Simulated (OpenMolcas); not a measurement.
Ionisation energies of selenium

```
Program             : OpenMolcas
Basis               : ANO-RCC [9s8p6d4f2g]
Scalar Hamiltonian  : DKH2, point nucleus
Spin-orbit coupling : state interaction with AMFI integrals over the reference wave functions, term energies averaged over their components
```

Active shells in each charge state: the valence s, p shells, with orbitals averaged over the low states. Where CASPT2's correlated closed shells are named, they are those of the first ion.

A. CASSCF
B. SS-CASPT2, IPEA 0.25 Eh, imaginary shift 0.1 Eh (closed shells correlated: 3s 3p 3d)

Energies in eV between the lowest computed levels (charge -1 gives the electron affinity), named as in B; reference values from the NIST Atomic Spectra Database with their kind.

```csv
From,To,A,B,Spin-orbit share in B,Reference
Se- 4s² 4p⁵ ²P°_3/2,Se 4s² 4p⁴ ³P₂,0.924,1.910,-0.037,
Se 4s² 4p⁴ ³P₂,Se+ 4s² 4p³ ⁴S°_3/2,8.472,9.542,+0.103,9.752 (measured)
Se+ 4s² 4p³ ⁴S°_3/2,Se2+ 4s² 4p² ³P₀,20.312,21.163,-0.313,21.196 (measured)
Se2+ 4s² 4p² ³P₀,Se3+ 4s² 4p ²P°_1/2,30.657,31.581,+0.005,31.697 (measured)
Se3+ 4s² 4p ²P°_1/2,Se4+ 4s² ¹S₀,41.695,42.793,+0.329,42.947 (measured)
Se4+ 4s² ¹S₀,Se5+ 4s ²S_1/2,66.696,67.323,+0.000,68.300 (semi-empirical)
Se5+ 4s ²S_1/2,Se6+ 3d¹⁰ ¹S₀,80.737,81.490,+0.000,81.830 (measured)
```

Error against the reference values, in %:

```csv
From,Reference,A,B
Se,measured,-13.1,-2.2
Se+,measured,-4.2,-0.2
Se2+,measured,-3.3,-0.4
Se3+,measured,-2.9,-0.4
Se4+,semi-empirical,-2.3,-1.4
Se5+,measured,-1.3,-0.4
```

Mean absolute error over the 5 measured values: A 1.11 eV, B 0.17 eV. B lies closest.

No diffuse functions were added, so the electron affinity comes out too small, and without dynamic correlation a bound anion can come out unbound.

° marks odd parity.
